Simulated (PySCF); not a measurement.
Excitations are Tamm–Dancoff values on a coarser integration grid. The basis has no diffuse functions, so Rydberg states are missing or too high.

Cartesian coordinates (Å):
```xyz
8

O      0.0425     1.7960     0.3096
Sn     0.0571    -0.1484     0.5658
O     -1.6081    -0.8299    -0.2147
O      1.5221    -0.8497    -0.5335
H     -0.7178     2.0655    -0.2197
H      0.2208    -0.5764     2.1939
H     -1.4315    -1.3083    -1.0338
H      1.9149    -0.1489    -1.0677
```
Charge 0, spin multiplicity 1.

Problem. What HOMO–LUMO gap, S1 oscillator strength, dipole moment, S1–T1 gap (TDA), HOMO, brightest of the four lowest singlets (TDA), S1 excitation (TDA) and total energy does r2SCAN-D4/def2-TZVP (PySCF) give?

Solution. 
HOMO–LUMO gap: 5.84 eV
S1 oscillator strength: 0.065
dipole moment: 0.72 D
S1–T1 gap (TDA): 0.67 eV
HOMO: -7.45 eV
brightest of the four lowest singlets (TDA): 6.05 eV
S1 excitation (TDA): 6.05 eV
total energy: -12041.17 eV
